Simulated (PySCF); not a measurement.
C₂H₇O, SMILES CC[OH2+], charge +1.

Geometry optimised at B3LYP-D3(BJ)/def2-TZVP. The isomer is the one that the SMILES or the coordinates give; other isomers of the formula were not compared.

Level of theory: PBE/def2-TZVPD run with PySCF.

Symmetry labels are those of the subgroup Cs that the program uses (full group Cs).

### Question
List the valence orbital energies around the gap with their symmetry. (Estimate from the structure and the level; the computed values follow.)

### Answer

```json
[
 {"orbital": "HOMO−7", "symmetry": "A\"", "energy (eV)": "-22.28"},
 {"orbital": "HOMO−6", "symmetry": "A'", "energy (eV)": "-22.04"},
 {"orbital": "HOMO−5", "symmetry": "A'", "energy (eV)": "-18.77"},
 {"orbital": "HOMO−4", "symmetry": "A'", "energy (eV)": "-17.43"},
 {"orbital": "HOMO−3", "symmetry": "A\"", "energy (eV)": "-17.00"},
 {"orbital": "HOMO−2", "symmetry": "A'", "energy (eV)": "-15.01"},
 {"orbital": "HOMO−1", "symmetry": "A'", "energy (eV)": "-14.78"},
 {"orbital": "HOMO", "symmetry": "A\"", "energy (eV)": "-14.34"},
 {"orbital": "LUMO", "symmetry": "A'", "energy (eV)": "-7.00"},
 {"orbital": "LUMO+1", "symmetry": "A'", "energy (eV)": "-5.34"},
 {"orbital": "LUMO+2", "symmetry": "A\"", "energy (eV)": "-4.81"},
 {"orbital": "LUMO+3", "symmetry": "A'", "energy (eV)": "-4.09"}
]
```
